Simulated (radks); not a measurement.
S2+, 14 electrons, occupied as [Ne] 3s2 3p2.

All-electron calculation, Dirac Kohn-Sham, PBE, spin-unpolarised, spherical densities, point nucleus; open shells are shared between the two j in proportion to 2j + 1; speed of light set to 171.295 atomic units (1.25 times the physical value, a model run). Program: a radial shooting solver on a logarithmic mesh with Libxc functionals.

Energy parts (eV):
part                      energy
total                 -10813.419
kinetic                10840.253
electron-nucleus      -25429.520
Hartree                 4449.078
exchange-correlation    -673.230

Orbitals (lengths in bohr, moments of r in powers of bohr; r(90%) holds 90 % of the orbital's charge):
orbital      occ.  eigenvalue (eV)      <r^4>  r(90%)    <r^2>  small-component weight
1s1/2           2        -2429.227  0.0004142   0.173  0.01266                2.07e-03
2s1/2           2        -236.9535     0.1354   0.751   0.2732                3.15e-04
2p1/2           2        -182.8226     0.1274   0.734   0.2430                3.01e-04
2p3/2           4        -182.0139     0.1288   0.737   0.2445                3.00e-04
3s1/2           2         -39.3440      13.05    2.35    2.862                5.42e-05
3p1/2    0.666667         -28.0308      22.03    2.69    3.625                4.40e-05
3p3/2     1.33333         -27.9570      22.20    2.69    3.640                4.39e-05

The highest occupied level is 3p3/2 at -27.957 eV. The density falls to 0.001 e/bohr^3 at r = 3.39 bohr.

Run on one thread of a shared host, so times are rough (Intel(R) Xeon(R) Platinum 8488C): 0.07 s of CPU time, 0.08 s wall, 13 iterations on 2476 mesh points.
